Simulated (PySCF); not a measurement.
Removing an electron from `C[C@@H]1CCC[Se]1`

Compound: C5H10Se.
Structure used (PBE0-D3(BJ)/def2-SVP), in Å, numbered top down from 1:
```xyz
16
C5H10Se angstrom
C      2.1774    0.1101   -0.2252
C      0.7774    0.2059    0.3464
C     -0.1672   -0.9018   -0.1049
C     -1.5996   -0.4626    0.1586
C     -1.7980    0.8965   -0.4987
Se    -0.1308    1.8882   -0.1846
H      2.1557    0.1419   -1.3254
H      2.6522   -0.8354    0.0861
H      2.8191    0.9327    0.1240
H      0.8250    0.2199    1.4470
H      0.0762   -1.8456    0.4119
H     -0.0256   -1.0780   -1.1860
H     -2.3304   -1.1945   -0.2233
H     -1.7638   -0.3757    1.2457
H     -2.6409    1.4586   -0.0737
H     -1.9523    0.8021   -1.5836
```

Level: CAM-B3LYP/def2-SVPD (PySCF). Frontier orbitals with their largest atomic shares (Löwdin; up to four atoms above 4 %):

| orbital | ε (eV) | main atoms |
| --- | --- | --- |
| HOMO−3 | -10.89 | C3 20 %, C4 16 %, C2 14 %, H12 12 % |
| HOMO−2 | -10.30 | Se6 28 %, C5 22 %, C2 12 %, C1 8 % |
| HOMO−1 | -9.50 | Se6 55 %, C2 16 %, C3 7 %, C5 7 % |
| HOMO | -7.20 | ? |
| LUMO | 0.89 | Se6 67 %, C5 7 %, C2 6 % |
| LUMO+1 | 1.28 | Se6 22 %, C4 10 %, C3 9 %, H11 8 % |
| LUMO+2 | 1.40 | Se6 74 %, C2 4 %, C5 4 % |

**Question.** What vertical ionisation energy does ΔSCF give, and how far is −ε(HOMO) from it?

**Answer.** ΔSCF: 8.04 eV (776 kJ/mol; threshold wavelength 154 nm); ⟨S²⟩ of the doublet left behind is 0.754, against 0.75 for a pure doublet. −ε(HOMO) is 7.20 eV, 0.84 eV below it. In exact Kohn–Sham theory the two would be equal; CAM-B3LYP (range-separated hybrid) falls short of its own ΔSCF value by 10 %.

**Question.** On which atoms does the HOMO lie?

**Answer.** Se6 (selenium bonded to 2 C) 72 %, C5 (sp3 carbon bound to selenium) 10 %, C2 (sp3 carbon bound to selenium) 9 %, so more than half of it is on one atom. The HOMO−1 lies 2.30 eV lower.

**Question.** With α = 86.1 au, estimate the like-pair dispersion coefficient by London's formula C6 = (3/4)α²I.

**Answer.** I = 0.2956 Eh, so C6 ≈ 1640 au, a rough estimate.

**Question.** What total energies stand behind the ΔSCF value?

**Answer.** E(N) = -2597.68898 Eh and E(N − 1) = -2597.39339 Eh at the same geometry, 0.29559 Eh apart.

Isolated species at its PBE0-D3(BJ)/def2-SVP geometry (one conformer only). The calculation is non-relativistic, for selenium too.

The run behind these numbers computed excited states and ΔSCF ions as well. Time: 84 s of wall time. Hardware: one thread, Arm Neoverse V1 (shared host).
